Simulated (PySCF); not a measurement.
Values are calculated unless marked as measured or tabulated.
Si2H3OF2

Si2H3OF2 is a small molecule (built as: Si site whose three back bonds go to OSiH3, F, F), neutral, doublet. The structure, one conformer, was relaxed in the gas phase by PBE0-D3(BJ)/def2-SVP. No frequency run checks that it is a minimum.

SMILES: F[Si](F)O[SiH3]

| atom | x (Å) | y (Å) | z (Å) |
| --- | --- | --- | --- |
| Si1 | 1.696 | 0.092 | 0.838 |
| O2 | 0.128 | -0.263 | 0.601 |
| Si3 | -1.293 | -0.220 | -0.277 |
| F4 | 1.925 | 1.681 | 0.636 |
| F5 | 2.592 | -0.637 | -0.293 |
| H6 | -2.166 | -1.321 | 0.213 |
| H7 | -1.962 | 1.095 | -0.064 |
| H8 | -0.992 | -0.408 | -1.725 |

EPR values by unrestricted B3LYP, IGLO-III on F O Si, pcH-1 on H.

Predict g and the largest hyperfine couplings. Where does the spin sit?

g = 2.0001, 2.0004, 2.0018. The spin sits on Si1 (91 %, bonded to 2 F + 1 O) by Mulliken populations.
```
atom  isotope  isotropic (MHz)  dipolar, principal values (MHz)
 Si1     29Si          -1409.7               -112.5, 56.2, 56.3
  F5      19F            358.3            -137.0, -131.3, 268.2
  F4      19F            355.6            -135.6, -130.0, 265.7
  O2      17O           -115.7                  -16.8, 7.8, 8.9
 Si3     29Si            -18.0                   -7.1, 3.5, 3.6
  H8       1H              4.7                  -1.2, -0.7, 1.9
```

How do the isotropic couplings move with BHandHLYP?

Si1 -1409.7 to -1438.2 MHz, F5 358.3 to 381.2 MHz, F4 355.6 to 378.7 MHz, O2 -115.7 to -112.5 MHz.
